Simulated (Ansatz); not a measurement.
`C=NBC[SiH3]` + `O[Si]F` → `F[Si]O[SiH3]` + `C=NBC`  (ligand exchange at the Si–C bond)

Calculated with Ansatz (gas phase, PBE0-D4/def2-TZVP geometries, no zero-point term in ΔE). CBS: MP2 limit from def2 TZ/QZ plus the TZ coupled-cluster correction, frozen cores. This one scheme is used for every species. Each species was taken in one conformer, which may not be the lowest.

```json
{"species": "`C=NBC[SiH3]`", "MP2/def2-QZVPP energy (Eh)": "-449.37007"}
{"species": "`O[Si]F`", "MP2/def2-QZVPP energy (Eh)": "-464.65496"}
{"species": "`F[Si]O[SiH3]`", "MP2/def2-QZVPP energy (Eh)": "-754.94130"}
{"species": "`C=NBC`", "MP2/def2-QZVPP energy (Eh)": "-159.11875"}
```

Q: Work out ΔE.

A: ΔE = (-754.94130) + (-159.11875) − (-449.37007) − (-464.65496) = -0.03502 Eh = -91.9 kJ/mol. CCSD(T)/CBS gives -91.3 kJ/mol.

Largest T1 diagnostic among the species: 0.015.

Leaving LDA and LC-ωPBE aside and taking each functional with its dispersion term where it has one, the values, not all of them listed here, spread over 25.5 kJ/mol, from BHLYP-D4 to revPBE-D4. LDA lies +4.3 kJ/mol from PBE without D4. From BLYP to BHLYP (50 % exact exchange), in def2-TZVPP and without D4, ΔE moves by −8.1 kJ/mol. In def2-TZVPP, CCSD(T) changes the Hartree–Fock value by +23.3 kJ/mol (the triples alone add +3.3 kJ/mol) and MP2 by +23.4 kJ/mol.
